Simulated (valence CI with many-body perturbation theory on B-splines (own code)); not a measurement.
The numbers below are computed, except where a source is named.
**Energy levels of Cd³⁵⁺**

Level of theory: configuration interaction combined with many-body perturbation theory (CI+MBPT): three valence electrons over a frozen Dirac-Fock core [Ne], radial functions for each j: 11 s, 11 p, 9 d, 7 f, 5 g, 2 h, 1 i, with the one-electron correlation potential Σ1 (screened to all orders), the two-electron term Σ2, the three-electron term Σ3, Breit, model QED; selected single and double excitations, second order for the rest (own B-spline code, finite nucleus).

The last digits are not significant, and no measured levels were compared; by estimate large intervals hold to a few tenths of a per cent, small ones and those within an open d or f shell to about a per cent.

Levels 46 to 71 of 71, with energies above the lowest level, (3s^2 3p1/2) J=1/2. "Leading %" is the weight of the configuration and term that name the level; weights of strongly mixed levels are sums over their largest components and can fall short. In the jj column 3d3/2^4 stands for four electrons in 3d with j = 3/2.

```
No.  Configuration  Term    J  E (eV)  Leading %                Leading jj  Second component
 46         3p2 3d    4D  1/2  389.03         82  3p1/2 3p3/2 3d3/2 (98 %)    16 % 3p2 3d 2P
 47         3p2 3d    4F  7/2  396.43         44  3p1/2 3p3/2 3d5/2 (97 %)    39 % 3p2 3d 4D
 48         3p2 3d    2G  9/2  401.57         51  3p1/2 3p3/2 3d5/2 (94 %)    44 % 3p2 3d 4F
 49         3p2 3d    4D  3/2  401.60         35  3p1/2 3p3/2 3d5/2 (61 %)    30 % 3p2 3d 2D
 50         3p2 3d    4P  5/2  401.85         37  3p1/2 3p3/2 3d5/2 (55 %)    27 % 3p2 3d 4F
 51         3p2 3d    4P  3/2  405.68         44  3p1/2 3p3/2 3d3/2 (56 %)    33 % 3p2 3d 2P
 52         3p2 3d    2D  5/2  406.69         50  3p1/2 3p3/2 3d5/2 (67 %)    26 % 3p2 3d 4D
 53         3p2 3d    4P  1/2  407.06         41  3p1/2 3p3/2 3d3/2 (86 %)    27 % 3p2 3d 2P
 54         3p2 3d    2G  7/2  411.88         45  3p1/2 3p3/2 3d5/2 (64 %)    28 % 3p2 3d 2F
 55         3p2 3d    2F  5/2  420.47         47  3p1/2 3p3/2 3d5/2 (54 %)    32 % 3p2 3d 2D
 56         3p2 3d    2P  1/2  421.75         59  3p1/2 3p3/2 3d5/2 (86 %)    27 % 3p2 3d 2S
 57         3p2 3d    2D  3/2  422.10         51  3p1/2 3p3/2 3d5/2 (73 %)    10 % 3p2 3d 4D
 58         3s 3d2    4F  3/2  427.13         83         3s 3d3/2^2 (74 %)     5 % 3p2 3d 2D
 59         3s 3d2    4F  5/2  429.71         79         3s 3d3/2^2 (59 %)     8 % 3s 3d2 2D
 60         3s 3d2    4F  7/2  435.21         67     3s 3d3/2 3d5/2 (74 %)    16 % 3p2 3d 4D
 61         3p2 3d    4P  1/2  437.15         28      3p3/2^2 3d3/2 (54 %)    22 % 3p2 3d 2P
 62         3s 3d2    4F  5/2  438.05         19     3s 3d3/2 3d5/2 (47 %)    17 % 3s 3d2 2D
 63         3s 3d2    4F  7/2  438.16         31      3p3/2^2 3d5/2 (38 %)    30 % 3p2 3d 4D
 64         3p2 3d    4P  3/2  439.12         30      3p3/2^2 3d3/2 (63 %)    19 % 3s 3d2 2D
 65         3s 3d2    4F  9/2  439.29         44     3s 3d3/2 3d5/2 (54 %)    24 % 3s 3d2 2G
 66         3s 3d2    4P  1/2  441.05         87         3s 3d3/2^2 (50 %)     5 % 3s 3d2 2S
 67         3s 3d2    4F  9/2  444.16         54         3s 3d5/2^2 (62 %)    23 % 3p2 3d 4F
 68         3s 3d2    4P  3/2  444.82         95     3s 3d3/2 3d5/2 (92 %)                  
 69         3s 3d2    4P  5/2  446.79         74     3s 3d3/2 3d5/2 (66 %)     6 % 3p2 3d 2D
 70         3p2 3d    2F  7/2  449.04         50     3s 3d3/2 3d5/2 (39 %)    39 % 3s 3d2 2G
 71         3s 3d2    2P  3/2  454.42         29      3p3/2^2 3d5/2 (40 %)    24 % 3p2 3d 2P
```
